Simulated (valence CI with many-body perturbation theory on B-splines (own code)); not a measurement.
# Te²⁺: one-electron terms

Calculated by valence CI with perturbative core correlation (CI+MBPT): four valence electrons over a frozen Dirac-Fock core [Kr] 4d10, a basis of 11 s, 11 p, 9 d, 7 f, 5 g, 2 h, 1 i functions for each j, with the one-electron correlation potential Σ1, the two-electron term Σ2, the three-electron term Σ3, Breit, model QED; selected CI, second order for the rest, scaled by the run's own slope (own B-spline code, finite nucleus).

Against 45 measured levels this calculation errs by 178 cm⁻¹ on average and by 974 at most. These come from a selection out of Zhang, Palmeri, Quinet and Biemont, Astron. Astrophys. 551, A136 (2013). Levels without a partner in it may be off by more. Among the levels kept, up to 270 cm⁻¹ of a level comes from second order outside the variational space, and about a tenth of that is noise between levels of different J, which matters for small intervals. 7 measured levels below the end of the list, from 114216 cm⁻¹ on, found no clear computed partner, and computed levels of the same name lie up to 1987 cm⁻¹ from them.

These are the spectroscopic orbitals of the CI (the correlating ones are not listed), shaped by the core and the other valence electrons. h is the expectation value of the core's Dirac-Fock operator, without the valence repulsion; Σ1 is computed up to l = 3 at one energy for each symmetry, that of its lowest orbital but kept below the first core excitation, so for empty shells it is not the orbital's own correlation shift; Breit and QED include the response of the core.

```tsv
Orbital	h (hartree)	Σ1 (cm⁻¹)	Breit (cm⁻¹)	QED (cm⁻¹)	⟨r⟩ (bohr)
5s1/2	-2.5058	-12312	173	200	2.030
6s1/2	-1.2205	-2151	41.5	46.0	4.536
7s1/2	-0.71518	-757	15.8	17.5	8.124
8s1/2	-0.47197	-367	7.9	8.8	12.66
5p1/2	-2.0806	-9213	233	-4.9	2.340
6p1/2	-1.0371	-1605	52.0	-1.2	5.317
7p1/2	-0.63049	-646	22.6	-0.6	9.211
8p1/2	-0.42565	-333	12.0	-0.3	14.06
5p3/2	-2.0272	-8499	125	8.7	2.415
6p3/2	-1.0182	-1536	28.8	1.9	5.424
7p3/2	-0.62151	-623	13.3	0.8	9.351
8p3/2	-0.42075	-322	7.2	0.4	14.22
5d3/2	-1.3711	-2782	17.0	-3.7	3.592
6d3/2	-0.75807	-846	6.3	-1.3	7.336
7d3/2	-0.49119	-404	3.2	-0.7	11.95
5d5/2	-1.3632	-2701	1.8	-2.0	3.619
6d5/2	-0.75497	-827	0.7	-0.7	7.369
7d5/2	-0.48959	-396	0.4	-0.4	11.99
4f5/2	-0.96208	-1176	-5.3	-0.1	5.150
5f5/2	-0.62889	-852	-5.2	-0.1	9.190
4f7/2	-0.96306	-1174	-6.0	-0.1	5.144
5f7/2	-0.62941	-848	-6.0	-0.1	9.182
5g7/2	-0.542		0.0	0.0	9.129
5g9/2	-0.54202		0.0	0.0	9.129
```

Among the shells of the start configuration 5s2 5p2, Σ1 is largest in size for 5s1/2, where it is 2.2 % of h.

Lowest root of each symmetry, sizes in configuration state functions:

```
J  Parity  Roots  Reference  Variational  Second order  Change by selected CI (cm⁻¹)  Change by second order (cm⁻¹)
0    even      8         18        28435        503794                         -8112                            -22
1    even     12         35        40000       1407132                         -7835                            -56
2    even     13         40        39998       2319133                         -8174                            -96
3    even      8         26        40000       2599423                        -13513                           -189
4    even      5         13        39990       2077621                        -13913                           -140
5    even      3          4        37583       1696408                        -13984                            -84
0     odd      6         13        25203        472926                        -11547                            -31
1     odd     15         33        39999       1522506                        -10404                            -66
2     odd     15         33        39996       2185269                         -5056                            -65
3     odd      8         20        39990       2300418                        -10308                           -117
4     odd      3          9        34667       1910581                        -13917                            -97
5     odd      1          3        13276        986153                        -13265                            -50
```
